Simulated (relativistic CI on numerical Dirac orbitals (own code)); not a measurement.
## Ti2+ in a cubic cluster: L2,3 absorption with charge transfer

Computed with a charge-transfer multiplet model of a cubic metal-ligand cluster with up to one ligand hole, Slater and spin-orbit integrals from Dirac-Coulomb-Breit ions, Slater integrals scaled by 0.9. The ground state mixes d2 with configurations of k ligand holes L, whose averages lie at kΔ + k(k − 1)U_dd/2; a core hole lowers each added d electron by U_cd. 20 K, Lorentzian 0.4 eV and Gaussian 0.3 eV FWHM.

Atomic integrals in eV (Slater integrals scaled, ζ unscaled), ground: F2dd 7.400, F4dd 4.602, zeta_d 0.013; with the core hole: F2dd 8.239, F4dd 5.130, zeta_d 0.022, zeta_core 3.746, F2cd 4.410, G1cd 3.131, G3cd 1.774.

Cluster parameters (eV): Δ = 7.3, U_dd = 3.9, U_cd = 4.8, 10Dq = 1.3, 10Dq(ligand) = 1.5, final-state hopping factor = 1.

| Case | n_d | d2 | d3L | S |
| --- | --- | --- | --- | --- |
| V(eg) = 0.75 eV, V(t2g) = -0.32 eV | 2.05 | 0.95 | 0.05 | 1.00 |
| V(eg) = 1.65 eV, V(t2g) = -0.71 eV | 2.15 | 0.85 | 0.15 | 1.00 |
| V(eg) = 1.95 eV, V(t2g) = -0.84 eV | 2.18 | 0.82 | 0.18 | 1.00 |

Weights, n_d and S are thermal averages at 20 K. Photon energies count from the first peak over 30 % of the highest in each spectrum, which can be another peak from case to case. The parameters are a model scan and need not match a compound or its usual spin state. Peaks in eV (height, largest 100):
- V(eg) = 0.75 eV, V(t2g) = -0.32 eV: -3.2 (9), 0.0 (100), 2.4 (42), 3.6 (33), 4.8 (57), 5.8 (54), 6.5 (55)
- V(eg) = 1.65 eV, V(t2g) = -0.71 eV: -1.9 (10), 0.0 (37), 1.4 (100), 3.8 (41), 5.1 (33), 6.2 (63), 7.2 (57), 7.8 (55)
- V(eg) = 1.95 eV, V(t2g) = -0.84 eV: -2.0 (10), 0.0 (38), 1.4 (100), 3.3 (36), 3.8 (41), 5.1 (33), 6.1 (66), 7.1 (58), 7.8 (55)

Curve for V(eg) = 1.95 eV, V(t2g) = -0.84 eV (points under 2 left out, the grid thinned):

```json
{"E (eV)": "-3.0", "Intensity": "2.2"}
{"E (eV)": "-2.7", "Intensity": "4.4"}
{"E (eV)": "-2.4", "Intensity": "7.3"}
{"E (eV)": "-2.0", "Intensity": "9.8"}
{"E (eV)": "-1.7", "Intensity": "7.2"}
{"E (eV)": "-1.4", "Intensity": "6.1"}
{"E (eV)": "-1.1", "Intensity": "9.4"}
{"E (eV)": "-0.8", "Intensity": "18.3"}
{"E (eV)": "-0.5", "Intensity": "26.3"}
{"E (eV)": "-0.1", "Intensity": "37.5"}
{"E (eV)": "0.2", "Intensity": "37.9"}
{"E (eV)": "0.5", "Intensity": "41.9"}
{"E (eV)": "0.8", "Intensity": "49.2"}
{"E (eV)": "1.1", "Intensity": "77.3"}
{"E (eV)": "1.5", "Intensity": "95.0"}
{"E (eV)": "1.8", "Intensity": "75.7"}
{"E (eV)": "2.1", "Intensity": "58.9"}
{"E (eV)": "2.4", "Intensity": "47.0"}
{"E (eV)": "2.7", "Intensity": "38.2"}
{"E (eV)": "3.0", "Intensity": "33.2"}
{"E (eV)": "3.4", "Intensity": "36.2"}
{"E (eV)": "3.7", "Intensity": "40.4"}
{"E (eV)": "4.0", "Intensity": "34.3"}
{"E (eV)": "4.3", "Intensity": "22.3"}
{"E (eV)": "4.6", "Intensity": "23.9"}
{"E (eV)": "5.0", "Intensity": "32.8"}
{"E (eV)": "5.3", "Intensity": "32.3"}
{"E (eV)": "5.6", "Intensity": "38.1"}
{"E (eV)": "5.9", "Intensity": "56.5"}
{"E (eV)": "6.2", "Intensity": "64.8"}
{"E (eV)": "6.5", "Intensity": "48.0"}
{"E (eV)": "6.9", "Intensity": "51.8"}
{"E (eV)": "7.2", "Intensity": "57.3"}
{"E (eV)": "7.5", "Intensity": "51.4"}
{"E (eV)": "7.8", "Intensity": "54.9"}
{"E (eV)": "8.1", "Intensity": "41.8"}
{"E (eV)": "8.5", "Intensity": "25.3"}
{"E (eV)": "8.8", "Intensity": "16.6"}
{"E (eV)": "9.1", "Intensity": "10.0"}
{"E (eV)": "9.4", "Intensity": "7.1"}
{"E (eV)": "9.7", "Intensity": "5.4"}
{"E (eV)": "10.0", "Intensity": "4.1"}
{"E (eV)": "10.4", "Intensity": "3.1"}
{"E (eV)": "10.7", "Intensity": "2.3"}
{"E (eV)": "11.6", "Intensity": "2.0"}
```

For the case V(eg) = 1.65 eV, V(t2g) = -0.71 eV, Δ = 7.3 eV is larger than U_dd = 3.9 eV, the Mott-Hubbard side of the Zaanen-Sawatzky-Allen scheme. With the core hole the configuration with one ligand hole lies at Δ + U_dd − U_cd = 6.4 eV above the one without, against Δ in the ground state. The added d electron screens the hole, so the order of the configurations is kept and charge-transfer satellites are weaker than in photoemission.

With at most 1 ligand hole the space is cut while the next configuration still counts, so covalency is underestimated, and a final configuration with one more ligand hole, which can lie low, is missing from the spectra.
